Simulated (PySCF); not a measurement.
Cost of one run: spin–spin coupling job, `NC/C=C(/F)C(F)(F)F`.

Method: B3LYP/pcJ-1 indirect spin-spin coupling, non-relativistic, gas phase (PySCF 2.14.0, density-fitted response routines). Geometry: GFN2-xTB. Work: spin–spin couplings from 9 perturbed nuclei, spin–dipole term for 4 of them, density fitting. A driver script takes a list of jobs; this job's settings line and coordinates (Å) are shown.

Command:
```bash
OMP_NUM_THREADS=1 python probes_run.py task.json out
```

Input:
```
{"job": {"kind": "j", "xc": "B3LYP", "basis": "pcJ-1"}, "charge": 0, "multiplicity": 1}
N      2.380642     0.039133     0.403159
C      0.971087    -0.250885     0.607609
C      0.159614     0.889729     0.083538
C     -1.071426     0.811362    -0.395922
F     -1.729444     1.900316    -0.835701
C     -1.894625    -0.451539    -0.505797
F     -1.354203    -1.330555    -1.372146
F     -3.139147    -0.220988    -0.909588
F     -1.971395    -1.099958     0.671068
H      2.956505    -0.660551     0.855788
H      2.605086     0.036432    -0.586114
H      0.801896    -0.315529     1.689309
H      0.639437    -1.201994     0.162796
H      0.645295     1.854554     0.109835
```

Hardware: one thread, Arm Neoverse N1 (aarch64), shared host. PySCF's memory limit was set to 1600 MB.

Problem. How large is the basis?

Solution. 293 functions for 72 electrons, with 1022 fitting functions; the fitted three-index integrals, 1022 × 293 × 294/2 numbers of 8 bytes, come to 340 MiB.

Problem. Estimate the wall time.

Solution. About 2.6 min. The SCF took 14 cycles.

Problem. Estimate the peak memory.

Solution. About 1.2 GiB. Peak memory is the resident size of the whole Python process, interpreter and libraries included.

Problem. At this speed, how long would 20000 such jobs take on 96 cores, one job a core?

Solution. 20000/96 gives 209 rounds of 2.6 min, about 9.1 h of wall time and 870 core-hours, if the jobs don't slow each other.

The SCF part of the output:
```
coarse grid: 12856 points
cycle   1  E = -609.2582434864  dE =  1.360e+00  |g| = 1.098e+00  |ddm| = 3.230e+00
cycle   2  E = -608.9170901636  dE =  3.412e-01  |g| = 1.847e+00  |ddm| = 1.569e+00
cycle   3  E = -609.4563788244  dE = -5.393e-01  |g| = 1.161e-01  |ddm| = 1.011e+00
cycle   4  E = -609.4574920515  dE = -1.113e-03  |g| = 9.400e-02  |ddm| = 1.566e-01
cycle   5  E = -609.4594655925  dE = -1.974e-03  |g| = 2.103e-02  |ddm| = 7.462e-02
cycle   6  E = -609.4595548016  dE = -8.921e-05  |g| = 6.016e-03  |ddm| = 1.853e-02
cycle   7  E = -609.4595617598  dE = -6.958e-06  |g| = 1.564e-03  |ddm| = 4.810e-03
final grid: 129104 points
cycle   8  E = -609.5376817572  dE = -2.227e-04  |g| = 8.930e-03  |ddm| = 2.424e-02
cycle   9  E = -609.5376655814  dE =  1.618e-05  |g| = 1.342e-02  |ddm| = 1.323e-02
cycle  10  E = -609.5376941900  dE = -2.861e-05  |g| = 9.867e-04  |ddm| = 8.386e-03
cycle  11  E = -609.5376942450  dE = -5.505e-08  |g| = 7.901e-04  |ddm| = 1.281e-03
cycle  12  E = -609.5376943594  dE = -1.144e-07  |g| = 1.593e-04  |ddm| = 5.896e-04
cycle  13  E = -609.5376943650  dE = -5.550e-09  |g| = 3.385e-05  |ddm| = 1.242e-04
cycle  14  E = -609.5376943652  dE = -2.383e-10  |g| = 1.238e-05  |ddm| = 3.265e-05
converged SCF energy = -609.5376943652
```

On the final grid dE counts from the start density on that grid.

The host was shared with other jobs, so the times are rough.
